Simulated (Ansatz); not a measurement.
Steps of a relaxation of C₃H₁₀Si₂, SMILES `C=C[SiH2][SiH2]C` with RKS PBE-D4/def2-SVP.

```sh
$ ansatz run in.yaml --threads 4 --pin off --events-out ev --progress --plain --max-ram 10444MiB
```

```yaml
crystal:
  periodic: [false, false, false]
  atoms:
    - {symbol: C, position_ang: [-0.276100, 0.498800, 2.790100]}
    - {symbol: C, position_ang: [0.223300, 0.801400, 1.565200]}
    - {symbol: Si, position_ang: [1.159400, -0.329500, 0.485300]}
    - {symbol: Si, position_ang: [-0.149600, -1.077000, -1.281600]}
    - {symbol: C, position_ang: [-0.810300, 0.422000, -2.213200]}
    - {symbol: H, position_ang: [-0.179500, -0.508600, 3.207800]}
    - {symbol: H, position_ang: [-0.810500, 1.168300, 3.333800]}
    - {symbol: H, position_ang: [0.084400, 1.799900, 1.125000]}
    - {symbol: H, position_ang: [2.339400, 0.409000, -0.071500]}
    - {symbol: H, position_ang: [1.707400, -1.528800, 1.262400]}
    - {symbol: H, position_ang: [0.622300, -1.911700, -2.193600]}
    - {symbol: H, position_ang: [-1.306800, -1.887200, -0.744800]}
    - {symbol: H, position_ang: [-1.369100, 0.113700, -3.044700]}
    - {symbol: H, position_ang: [0.073700, 0.989300, -2.640500]}
    - {symbol: H, position_ang: [-1.381900, 1.090500, -1.617900]}
basis:
  gaussian: {orbitals: def2-SVP}
hamiltonian: {xc: pbe, dispersion: d4}
relax: {f_tol: 0.03, max_steps: 200}
```

Positions (Å) and forces (eV/Å) along the path, 7 of 7 steps:

```xyz
15
step=1 energy=-19008.3957 eV
C    -0.276    0.499    2.790    1.813   -2.021   -2.624
C     0.223    0.801    1.565   -0.456    0.187    0.911
Si    1.159   -0.330    0.485    0.899   -1.160   -0.127
Si   -0.150   -1.077   -1.282   -0.732    0.416    0.518
C    -0.810    0.422   -2.213    2.710    0.133    0.125
H    -0.179   -0.509    3.208    0.171   -0.248    0.137
H    -0.810    1.168    3.334   -1.969    2.544    2.072
H     0.084    1.800    1.125   -0.201    0.346    0.197
H     2.339    0.409   -0.071    0.151    0.098   -0.126
H     1.707   -1.529    1.262   -0.152    0.265   -0.104
H     0.622   -1.912   -2.194    0.495   -0.566   -0.568
H    -1.307   -1.887   -0.745    0.057   -0.044    0.008
H    -1.369    0.114   -3.045   -1.379   -0.665   -1.761
H     0.074    0.989   -2.640   -0.524   -0.257    0.359
H    -1.382    1.091   -1.618   -0.882    0.974    0.983
15
step=2 energy=-19008.7028 eV
C    -0.329    0.479    2.777    1.191   -0.745   -0.066
C     0.216    0.780    1.578   -0.273    0.225    0.285
Si    1.198   -0.375    0.512    0.322   -0.334   -0.260
Si   -0.152   -1.048   -1.297   -0.190   -0.025    0.217
C    -0.812    0.439   -2.266    0.865    0.103   -0.020
H    -0.053   -0.475    3.298   -0.428    0.331   -0.321
H    -0.869    1.207    3.363   -0.572    0.496    0.391
H     0.052    1.787    1.150   -0.197    0.045    0.022
H     2.379    0.362   -0.069    0.060    0.015    0.023
H     1.714   -1.553    1.315   -0.090    0.077   -0.073
H     0.636   -1.922   -2.214    0.155   -0.188   -0.187
H    -1.291   -1.876   -0.748   -0.001    0.016   -0.026
H    -1.422    0.115   -3.113   -0.377   -0.172   -0.357
H     0.051    1.011   -2.688   -0.192   -0.087    0.120
H    -1.392    1.119   -1.635   -0.275    0.243    0.251
15
step=3 energy=-19008.7693 eV
C    -0.274    0.499    2.803    0.329   -0.211   -0.171
C     0.167    0.770    1.554   -0.104    0.127    0.173
Si    1.206   -0.381    0.499    0.024   -0.131   -0.124
Si   -0.139   -1.068   -1.315    0.025    0.000    0.088
C    -0.774    0.456   -2.253    0.176    0.025   -0.061
H    -0.001   -0.445    3.322   -0.088    0.199   -0.100
H    -0.888    1.211    3.372   -0.154    0.077    0.081
H    -0.128    1.732    1.083    0.010   -0.081    0.121
H     2.405    0.354   -0.053    0.006    0.020    0.023
H     1.697   -1.552    1.315   -0.036    0.034    0.003
H     0.641   -1.963   -2.242    0.006   -0.027   -0.045
H    -1.294   -1.873   -0.767    0.006    0.023   -0.027
H    -1.487    0.153   -3.044   -0.080    0.028   -0.011
H     0.070    0.988   -2.745   -0.071   -0.052    0.075
H    -1.275    1.169   -1.567   -0.049   -0.031   -0.025
15
step=4 energy=-19008.7732 eV
C    -0.237    0.507    2.811   -0.099   -0.063    0.166
C     0.181    0.783    1.563    0.026    0.064   -0.134
Si    1.192   -0.384    0.488    0.095    0.058    0.091
Si   -0.140   -1.074   -1.326   -0.055   -0.008   -0.017
C    -0.774    0.449   -2.267   -0.035   -0.009   -0.002
H     0.054   -0.421    3.334   -0.048   -0.018   -0.028
H    -0.901    1.192    3.368    0.081    0.026    0.044
H    -0.131    1.747    1.118   -0.047   -0.007   -0.051
H     2.410    0.345   -0.029    0.011   -0.032   -0.042
H     1.650   -1.545    1.334   -0.003   -0.020   -0.026
H     0.639   -1.970   -2.259    0.003    0.002    0.013
H    -1.304   -1.872   -0.791    0.013   -0.008    0.002
H    -1.465    0.157   -3.084    0.039   -0.019   -0.018
H     0.078    1.002   -2.708   -0.018    0.040   -0.019
H    -1.326    1.134   -1.592    0.037   -0.005    0.021
15
step=5 energy=-19008.7756 eV
C    -0.229    0.504    2.809   -0.082    0.078    0.012
C     0.176    0.800    1.558    0.001    0.070   -0.096
Si    1.188   -0.376    0.494    0.026    0.056    0.030
Si   -0.142   -1.073   -1.323   -0.003   -0.009   -0.017
C    -0.773    0.446   -2.271   -0.033   -0.006    0.001
H     0.071   -0.434    3.300   -0.016   -0.102    0.065
H    -0.880    1.177    3.395    0.051    0.025    0.014
H    -0.141    1.765    1.113   -0.012   -0.079    0.037
H     2.416    0.333   -0.026    0.014   -0.022   -0.033
H     1.624   -1.535    1.353    0.013   -0.027   -0.019
H     0.638   -1.974   -2.250    0.000    0.005    0.016
H    -1.309   -1.867   -0.790    0.008   -0.005    0.005
H    -1.444    0.147   -3.101    0.012   -0.012   -0.018
H     0.074    1.018   -2.698    0.015    0.022   -0.017
H    -1.343    1.120   -1.600    0.004    0.006    0.021
15
step=6 energy=-19008.7784 eV
C    -0.239    0.508    2.814    0.005   -0.015   -0.018
C     0.179    0.793    1.564   -0.019   -0.005    0.019
Si    1.195   -0.376    0.493   -0.034   -0.003   -0.010
Si   -0.138   -1.071   -1.324    0.008    0.004   -0.003
C    -0.777    0.446   -2.272   -0.003   -0.011    0.001
H     0.015   -0.446    3.309    0.027    0.017    0.016
H    -0.854    1.212    3.402   -0.020   -0.009   -0.011
H    -0.133    1.759    1.122    0.044    0.022    0.002
H     2.418    0.330   -0.043   -0.008    0.003    0.014
H     1.641   -1.546    1.333    0.003   -0.001   -0.005
H     0.646   -1.969   -2.249    0.005   -0.003   -0.001
H    -1.299   -1.872   -0.788   -0.002   -0.001   -0.004
H    -1.438    0.141   -3.108   -0.001    0.003    0.001
H     0.065    1.031   -2.693    0.002   -0.002    0.002
H    -1.355    1.110   -1.598   -0.008    0.002   -0.003
15
step=7 energy=-19008.7794 eV
C    -0.240    0.508    2.817   -0.007    0.000    0.000
C     0.185    0.796    1.570    0.010   -0.005   -0.005
Si    1.190   -0.377    0.494    0.001    0.003   -0.001
Si   -0.139   -1.071   -1.326   -0.001    0.007    0.005
C    -0.781    0.443   -2.276   -0.005   -0.002   -0.007
H     0.015   -0.445    3.313   -0.003   -0.003    0.000
H    -0.859    1.210    3.402    0.004    0.004    0.007
H    -0.106    1.771    1.133   -0.004    0.005    0.000
H     2.414    0.331   -0.038    0.003   -0.002   -0.002
H     1.638   -1.549    1.329   -0.001   -0.004   -0.003
H     0.650   -1.966   -2.251    0.005    0.000    0.007
H    -1.298   -1.876   -0.793   -0.001   -0.004   -0.004
H    -1.436    0.135   -3.116    0.004    0.002    0.001
H     0.061    1.032   -2.691   -0.003   -0.001    0.000
H    -1.368    1.105   -1.606   -0.002   -0.002    0.002
```

Hardware: 4 threads of an Intel Xeon 6975P-C on a shared host. Wall time 6.5 s, peak host memory 0.19 GiB.
